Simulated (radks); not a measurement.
Values are calculated unless marked as measured or tabulated.
Species: Hg LV. Configuration: [Ar] 3d8. Level of theory: Dirac Kohn-Sham, BLYP, spin-unpolarised, spherical densities, finite nucleus; open shells fill j = l - 1/2 first; Fermi nuclear charge, rms radius 5.4648 fm (a radial shooting solver on a logarithmic mesh with Libxc functionals). Some entries of the table are withheld. Estimate them.

| orbital | occ. | eigenvalue (eV) | <1/r> (bohr^-1) | <r> (bohr) |
|---|---|---|---|---|
| 1s1/2 | 2 | (1) | (2) | 0.01659 |
| 2s1/2 | 2 | -17920.72 | 24.10 | 0.06902 |
| 2p1/2 | 2 | -17350.29 | 24.06 | (3) |
| 2p3/2 | 4 | -15387.82 | 19.48 | (4) |
| 3s1/2 | 2 | -6471.032 | 9.135 | 0.1749 |
| 3p1/2 | 2 | -6226.199 | (5) | (6) |
| 3p3/2 | 4 | -5759.201 | (7) | (8) |
| 3d3/2 | 4 | -5374.143 | 7.732 | 0.1547 |
| 3d5/2 | 4 | -5271.138 | 7.461 | 0.1590 |

Answer. 
(1) 1s1/2 eigenvalue (eV): -86301.24
(2) 1s1/2 <1/r> (bohr^-1): 97.52
(3) 2p1/2 <r> (bohr): 0.05671
(4) 2p3/2 <r> (bohr): 0.06530
(5) 3p1/2 <1/r> (bohr^-1): 9.050
(6) 3p1/2 <r> (bohr): 0.1648
(7) 3p3/2 <1/r> (bohr^-1): 7.854
(8) 3p3/2 <r> (bohr): 0.1790
